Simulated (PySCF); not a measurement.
Species: [ReOCl4]- (charge -1 and singlet state).
Structure used (PBE0-D3(BJ)/def2-SVP), in Å, numbered top down from 1:
```xyz
6
Cl4ORe angstrom
Re     0.000    0.000    0.199
O      0.000   -0.001    1.855
Cl     2.233   -0.001   -0.512
Cl     0.001    2.233   -0.513
Cl    -2.234    0.001   -0.513
Cl    -0.001   -2.232   -0.515
```

The calculation used TDDFT PBE0/def2-SVPD, vertical, gas phase, core orbitals frozen in the response, def2 core potentials past Kr in PySCF. Spin–orbit coupling is left out. The geometry's basis has no diffuse functions, a weakness for an anion.

Frontier orbitals with the atoms that hold most of them (Löwdin shares over 4%, at most four atoms; ? is withheld):

| orbital | ε (eV) | atoms |
| --- | --- | --- |
| LUMO+2 | 2.34 | Re1 50%, O2 16%, Cl6 8%, Cl4 8% |
| LUMO+1 | 1.26 | Re1 57%, O2 24%, Cl4 9%, Cl6 9% |
| LUMO | 1.26 | Re1 57%, O2 24%, Cl5 9%, Cl3 9% |
| HOMO | -2.44 | ? |
| HOMO-1 | -3.90 | ? |
| HOMO-2 | -4.65 | Cl4 36%, Cl6 36%, Cl5 11%, Cl3 11% |
| HOMO-3 | -4.65 | Cl3 36%, Cl5 36%, Cl4 11%, Cl6 11% |

**Question.** Which atoms hold the HOMO-1, and with what shares?

**Answer.** Cl5 (bonded to Re) 25%; Cl4 (bonded to Re) 25%; Cl3 (bonded to Re) 25%; Cl6 (bonded to Re) 25%.

**Question.** Which atoms hold the HOMO, and with what shares?

**Answer.** Re1 (bonded to 4 Cl and O) 62%; Cl3 (bonded to Re) 9%; Cl6 (bonded to Re) 9%; Cl4 (bonded to Re) 9%. By element: rhenium 62%, chlorine 27% or more.

Within 0.005 eV of a neighbour in this list lie HOMO-3/HOMO-2 and LUMO/LUMO+1 (point group found: C4v); within a degenerate set the shares of single atoms can hang on how the components are chosen.

**Question.** The HOMO–LUMO gap is 3.70 eV. Where does the response calculation put the lowest singlet, and from which orbitals?

**Answer.** S1 is at 1.69 eV (f = 0.0001), 2.01 eV below the gap, made of HOMO→LUMO/LUMO+1 (99%). S1/S2 lie within about 0.01 eV of each other. 

For S1 the Löwdin share of rhenium is 62% in HOMO and 57% in LUMO (metal-centred by this measure).

Next come S2 at 1.69 eV (f 0.0001), HOMO→LUMO/LUMO+1 (99%); S3 at 2.76 eV (f 0.0000), HOMO→LUMO+3 (98%); S4 at 3.04 eV (f 0.0000), HOMO→LUMO+2 (99%); S5 at 3.83 eV (f 0.0005), HOMO-1→LUMO/LUMO+1 (100%).

Orbitals of the list HOMO-3 to LUMO+2 that lie within 0.01 eV of each other are written together with a slash and their weights summed (≥ marks a lower bound); for degenerate orbitals outside that list single weights are arbitrary.

Löwdin shares depend on the basis, the more so with diffuse functions.
